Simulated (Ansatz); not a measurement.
Reaction (redistribution): `[AlH2][NH][SiH2][SiH3]` + `F[CH2][AlH][SiH3]` → `F[SiH2][NH][AlH2]` + `[SiH3][CH2][AlH][SiH3]`

Isolated molecules relaxed with PBE0-D4/def2-TZVP in Ansatz; ΔE leaves out vibrations. CCSD(T)/CBS adds triple-zeta CCSD(T) − MP2 to the extrapolated MP2 energy (def2 sets, frozen cores). DFT in def2-TZVPP. Each species was taken in one conformer, which may not be the lowest.

Problem. Is it downhill or uphill in electronic energy at CCSD(T)/CBS, and by how much? (Estimate.)

Solution. Computed: Downhill: ΔE = -68.6 kcal/mol.

Problem. What do these levels give: PBE-D4, r2SCAN-D4, ωB97X-V, B2PLYP, r2SCAN, HF/def2-QZVPP? (An estimate is asked.)

Solution. Ansatz gave: PBE-D4 -59.8, r2SCAN-D4 -65.9, ωB97X-V -64.8, B2PLYP -67.3, r2SCAN -65.9, HF/def2-QZVPP -69.6 kcal/mol.

Largest T1 diagnostic among the species: 0.013.

From PBE to PBE0 (25 % exact exchange), in def2-TZVPP and without D4, ΔE moves by −3.2 kcal/mol.
